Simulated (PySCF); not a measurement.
The numbers are results of PBE0-D3(BJ)/def2-TZVP (PySCF 2.14.0), not measurements. Gas-phase values, no solvent. One relaxed conformer stands for a flexible species; it need not be the lowest. Excitations are Tamm–Dancoff values on a coarser integration grid. The basis has no diffuse functions, so Rydberg states are missing or too high.

Reference species (SMILES): `OB([SiH]=C)O` (neutral, multiplicity 1).

- brightest of the four lowest singlets (TDA): 4.98 eV
- S1–T1 gap (TDA): 2.76 eV

Changed species: `B[SiH]=C` (X = boryl; the reference has X = borono).

Q: Predict the effect on the brightest of the four lowest singlets (TDA) and S1–T1 gap (TDA).

A: the brightest of the four lowest singlets (TDA) falls by 0.91 eV, to 4.07 eV; the S1–T1 gap (TDA) falls by 0.21 eV, to 2.55 eV.
